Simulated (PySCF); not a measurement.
These are PBE-D3(BJ)/def2-TZVP // BP86-D3(BJ)/def2-SVP run with PySCF values and carry that method's errors. Gas-phase values, no solvent. One relaxed conformer stands for a flexible species; it need not be the lowest. 

Reference species: [Zn(OH)(Br)] (neutral, multiplicity 1).

```
Item                                                            Result
------------------------------------------------------------  --------
LUMO                                                          -2.42 eV
mean distance from the central atom to its bonded neighbours   2.010 Å
coordination number                                                  2
charge on the central atom (Mulliken)                           0.49 e
```

Changed species: [Zn(OH)2] (0 of 2 OH replaced by Br; the reference has 1 of 2 OH replaced by Br).

Task: Predict the effect on the LUMO, mean distance from the central atom to its bonded neighbours, coordination number and charge on the central atom (Mulliken).

Result: the LUMO goes up by 0.37 eV, to -2.05 eV; the mean distance from the central atom to its bonded neighbours falls by 0.231 Å, to 1.779 Å; the coordination number hardly moves; the charge on the central atom (Mulliken) hardly moves.
